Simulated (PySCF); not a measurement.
# Bond length, frequency and bond energy of GaH by level of theory

State: ¹Σ⁺ (singlet), closed shell. Set-up: Ga jorge-DZP-DKH, H jorge-DZP-DKH; spin-free X2C with a Gaussian nucleus (PySCF 2.14). De refers to Ga + H in their high-spin ground configurations, without counterpoise correction. A positive dipole means Ga(−)H(+).

| Level | Re (Å) | ωe (cm⁻¹) | De (eV) | μ (D) | CPU s a point (SCF and correlation, without the integrals) |
| --- | --- | --- | --- | --- | --- |
| RHF | 1.656 | 1696 | 2.13 | -0.28 | 0.05 |
| RHF-MP2 | 1.632 | 1722 | 2.77 | n/a | 0.074 |
| RHF-SCS-MP2 | 1.639 | 1701 | 2.85 | n/a | n/a |
| RHF-CCSD | 1.643 | 1681 | 2.93 | n/a | n/a |
| RHF-CCSD(T) | 1.643 | 1677 | 2.95 | n/a | 0.43 |
| PBE | 1.684 | 1548 | 2.98 | -0.58 | 0.41 |
| PW91 | 1.680 | 1555 | 3.00 | -0.58 | 0.32 |
| r²SCAN | 1.655 | 1632 | 3.02 | -0.39 | 0.52 |
| M06-L | 1.675 | 1591 | 3.14 | -0.63 | 0.54 |
| PBE0 | 1.666 | 1615 | 2.93 | -0.46 | 0.77 |
| HSE06 | 1.667 | 1610 | 2.94 | -0.48 | 0.61 |
| BHandHLYP | 1.657 | 1656 | 2.98 | -0.48 | 0.3 |

The bond length runs from 1.632 Å (RHF-MP2) to 1.684 Å (PBE). De spans 2.13 eV (RHF, mean field) to 3.14 eV (M06-L, meta-GGA). Correlation at CCSD(T) changes the Hartree–Fock bond energy by +0.82 eV; the triples alone change it by +0.02 eV.

Correlated steps freeze 9 core orbitals. Correlated levels converge slowly with the basis: in double zeta they bind strong bonds too weakly, by up to about 1 eV, and carry superposition errors of some tenths. Where the molecule has an RHF reference, its open-shell atoms are computed with UHF.

The whole job (state search and all levels along the bond) took about 1.1 min on 1 thread of Intel Xeon Platinum 8488C (shared host), peak memory 0.56 GiB.
